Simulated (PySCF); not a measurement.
**Ti²⁺: ionisation energy**

Ti²⁺ [Ar] 3d2 (3F) → Ti³⁺ [Ar] 3d1 (2D), as a difference of total energies. Computed with PySCF 2.14 in an even-tempered Gaussian basis (21 s from 0.054 bohr⁻², ratio 2.5; 14 p from 0.071 bohr⁻², ratio 2.5; 11 d from 0.071 bohr⁻², ratio 2.5; 6 f from 0.27 bohr⁻², ratio 2.7; 5 g from 0.4 bohr⁻², ratio 2.7), with scalar relativity by spin-free X2C-1e. Correlated levels: outer shells: [Ne] frozen; virtual orbitals above 40 to 60 times the deepest correlated orbital energy dropped. The calculations carry no spin-orbit coupling.

```json
{"method": "UHF", "ionisation energy (eV)": "26.619", "error (eV)": "-0.873"}
{"method": "LDA", "ionisation energy (eV)": "28.033", "error (eV)": "+0.541"}
{"method": "PBE", "ionisation energy (eV)": "27.951", "error (eV)": "+0.459"}
{"method": "PBE0", "ionisation energy (eV)": "27.834", "error (eV)": "+0.342"}
{"method": "r2SCAN", "ionisation energy (eV)": "27.927", "error (eV)": "+0.435"}
{"method": "MP2 (outer shells)", "ionisation energy (eV)": "27.338", "error (eV)": "-0.154"}
{"method": "SCS-MP2 (outer shells)", "ionisation energy (eV)": "27.220", "error (eV)": "-0.272"}
```

Reference: 27.492 eV (measured; NIST Atomic Spectra Database, ionization energies).
